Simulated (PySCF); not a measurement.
H$_{2}$O$_{4}$P (SMILES [O]P(=O)(O)O), doublet, at a GFN2-xTB geometry. Base run: R2SCAN/def2-SVP (PySCF).

The PySCF input:
```python
from pyscf import gto, scf, dft

mol = gto.M(
    atom='''
O    -0.96309460   -0.43245661   -1.11628816
P    -0.05435126   -0.02385139    0.02107239
O    -1.04196266    0.24594735    1.11709079
O     0.84714254    1.23543449   -0.36251161
O     1.01314101   -1.10351691    0.42460502
H     0.28274596    1.97638526   -0.57434383
H     1.69071259   -1.18188115   -0.24491012
''',
    basis='def2-svp',
    spin=1,
    verbose=4,
)

mf = dft.UKS(mol)
mf.xc = 'r2scan'
mf.kernel()
```

Each row names what was changed in the base input (with any setting that the change needs).

```csv
change,ΔE vs base (µEh),SCF cycles,<S^2>,outcome
base,0.0,15,0.758,converged
init_guess = vsap,0.0,14,0.758,converged
conv_tol = 1e-6,0.9,9,0.758,converged
conv_tol = 1e-12,0.0,19,0.758,converged
conv_tol_grad = 1e-3,0.0,14,0.758,converged
diis_space = 4,0.0,18,0.758,converged
level_shift = 0.3 (with mf.max_cycle = 100),0.0,39,0.758,converged
level_shift = 1.0 (with mf.max_cycle = 100),-,100,-,not converged
init_guess = 1e,0.0,19,0.758,converged
damp = 0.5; diis_start_cycle = 5,0.0,19,0.758,converged
level_shift = 0.5 (with mf.max_cycle = 100),0.0,65,0.758,converged
diis = off (with mf.max_cycle = 100),-,100,-,not converged
init_guess = sap,0.0,17,0.758,converged
```

Open shells are given as the SCF converged; they aren't shown to be the lowest states, and a large step between rows can be another state.
